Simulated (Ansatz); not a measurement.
Relaxation of Cl$_{2}$H$_{7}$NO$_{2}$SiZr (14 atoms, charge 0, multiplicity 1), to a largest force component of 0.03 eV/Å in at most 50 steps.

Computed with Ansatz 0.2.0, RHF/def2-SVP.

```xyz
14
Properties=species:S:1:pos:R:3
Zr 0.275 0.557 -0.393
N 0.345 -0.701 2.760
H -0.493 -0.748 3.312
H 1.048 -1.263 3.207
O 1.243 -1.006 -0.835
H 1.702 -1.806 -1.026
Cl 0.436 1.953 -2.322
Cl -2.064 0.179 -0.072
O 1.134 1.659 1.069
Si 2.038 2.832 1.788
H 3.260 2.228 2.370
H 2.432 3.868 0.808
H 1.258 3.462 2.879
H 0.672 0.273 2.741
```

Where does it end, and by what steps?

The run converged. The force dipped under the threshold on the way, but the program's further checks kept it going. After 26 steps the energy has fallen by 0.775 eV; H3 moved furthest, 1.28 Å. Joined: Zr1–N2 (3.40 → 2.46 Å).

```json
{"step": "0", "energy less start (eV)": "0.0000", "largest force component (eV/Å)": "1.467", "accepted": "yes"}
{"step": "1", "energy less start (eV)": "-0.1949", "largest force component (eV/Å)": "1.554", "accepted": "yes"}
{"step": "2", "energy less start (eV)": "-0.3826", "largest force component (eV/Å)": "1.485", "accepted": "yes"}
{"step": "3", "energy less start (eV)": "-0.5622", "largest force component (eV/Å)": "1.346", "accepted": "yes"}
{"step": "4", "energy less start (eV)": "-0.6719", "largest force component (eV/Å)": "1.285", "accepted": "yes"}
{"step": "5", "energy less start (eV)": "-0.7086", "largest force component (eV/Å)": "0.541", "accepted": "yes"}
{"step": "6", "energy less start (eV)": "-0.7173", "largest force component (eV/Å)": "0.531", "accepted": "yes"}
{"step": "7", "energy less start (eV)": "-0.7513", "largest force component (eV/Å)": "0.267", "accepted": "yes"}
{"step": "8", "energy less start (eV)": "-0.7587", "largest force component (eV/Å)": "0.179", "accepted": "yes"}
{"step": "9", "energy less start (eV)": "-0.7512", "largest force component (eV/Å)": "0.920", "accepted": "no"}
{"step": "10", "energy less start (eV)": "-0.7646", "largest force component (eV/Å)": "0.071", "accepted": "yes"}
{"step": "11", "energy less start (eV)": "-0.7687", "largest force component (eV/Å)": "0.055", "accepted": "yes"}
{"step": "12", "energy less start (eV)": "-0.7666", "largest force component (eV/Å)": "0.265", "accepted": "no"}
{"step": "13", "energy less start (eV)": "-0.7699", "largest force component (eV/Å)": "0.032", "accepted": "yes"}
{"step": "14", "energy less start (eV)": "-0.7708", "largest force component (eV/Å)": "0.121", "accepted": "yes"}
{"step": "15", "energy less start (eV)": "-0.7698", "largest force component (eV/Å)": "0.177", "accepted": "no"}
{"step": "16", "energy less start (eV)": "-0.7719", "largest force component (eV/Å)": "0.043", "accepted": "yes"}
{"step": "17", "energy less start (eV)": "-0.7728", "largest force component (eV/Å)": "0.037", "accepted": "yes"}
{"step": "18", "energy less start (eV)": "-0.7730", "largest force component (eV/Å)": "0.170", "accepted": "yes"}
{"step": "19", "energy less start (eV)": "-0.7741", "largest force component (eV/Å)": "0.043", "accepted": "yes"}
{"step": "20", "energy less start (eV)": "-0.7745", "largest force component (eV/Å)": "0.004", "accepted": "yes"}
{"step": "21", "energy less start (eV)": "-0.7708", "largest force component (eV/Å)": "0.345", "accepted": "no"}
{"step": "22", "energy less start (eV)": "-0.7748", "largest force component (eV/Å)": "0.017", "accepted": "yes"}
{"step": "23", "energy less start (eV)": "-0.7730", "largest force component (eV/Å)": "0.235", "accepted": "no"}
{"step": "24", "energy less start (eV)": "-0.7750", "largest force component (eV/Å)": "0.020", "accepted": "yes"}
{"step": "25", "energy less start (eV)": "-0.7750", "largest force component (eV/Å)": "0.056", "accepted": "yes"}
{"step": "26", "energy less start (eV)": "-0.7751", "largest force component (eV/Å)": "0.023", "accepted": "yes"}
```

```xyz
14
Properties=species:S:1:pos:R:3
Zr 0.296 0.469 0.148
N 0.194 -0.647 2.333
H -0.344 -1.498 2.282
H 1.121 -0.895 2.643
O 1.235 -1.159 -0.292
H 1.685 -1.690 -0.927
Cl 0.371 1.530 -2.029
Cl -2.121 0.397 0.455
O 1.315 1.786 1.160
Si 2.228 3.034 1.727
H 3.519 2.512 2.236
H 2.491 4.019 0.658
H 1.519 3.700 2.844
H -0.225 -0.072 3.047
```

Whether the end is a true minimum wasn't checked by a vibrational analysis.

Run time: 79 s on 4 threads of Arm Neoverse V1, on a shared host, peak memory 0.52 GiB.
